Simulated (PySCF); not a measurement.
C5H7FO, SMILES C[C@H]1CO/C1=C\F.

Geometry optimised at B3LYP-D3(BJ)/def2-SVP. The structure was generated by enumeration; whether it is a known compound was not checked.

All values below come from PySCF 2.14.0 with B3LYP-D3(BJ)/def2-SVP.

No scaling factor is applied to the harmonic values.

Computed vibrational spectrum:
```tsv
mode	ν (cm⁻¹)	IR (km/mol)	moving atoms (share of kinetic energy)
1	97	3.7	O 40 %, C 30 %, H 26 %
2	149	1.2	C 46 %, F 26 %, H 20 %, O 8 %
3	184	0.3	C 34 %, F 32 %, H 23 %, O 11 %
4	240	0.1	H 81 %, C 8 %
5	303	0.1	C 47 %, H 29 %, F 19 %
6	405	0.4	C 61 %, H 30 %
7	510	5.8	C 49 %, F 27 %, H 16 %, O 8 %
8	609	2.1	C 71 %, H 17 %, O 11 %
9	728	5.8	C 56 %, H 37 %
10	748	18.3	H 67 %, C 32 %
11	867	18.1	C 61 %, H 22 %, O 17 %
12	895	8.9	C 50 %, H 37 %, O 14 %
13	922	1.2	H 82 %, C 15 %
14	1014	137.6	C 46 %, O 45 %
15	1052	19.8	H 52 %, C 33 %, O 13 %
16	1119	6.5	H 49 %, C 46 %
17	1137	9.8	H 48 %, C 45 %
18	1163	34.2	H 60 %, C 27 %, F 10 %
19	1167	150.1	C 44 %, H 32 %, F 20 %
20	1189	6.9	H 52 %, C 46 %
21	1258	4.6	H 50 %, C 47 %
22	1303	17.0	H 78 %, C 21 %
23	1353	23.2	H 63 %, C 33 %
24	1383	19.9	H 48 %, C 47 %
25	1400	2.6	H 75 %, C 25 %
26	1466	6.1	H 96 %
27	1469	6.4	H 95 %
28	1497	0.3	H 90 %, C 10 %
29	1815	41.0	C 96 %
30	3030	18.0	H 97 %
31	3044	55.4	H 95 %
32	3059	8.9	H 92 %, C 8 %
33	3110	26.0	H 90 %, C 10 %
34	3112	18.4	H 91 %, C 9 %
35	3121	22.9	H 90 %, C 10 %
36	3215	7.5	H 91 %, C 9 %
```
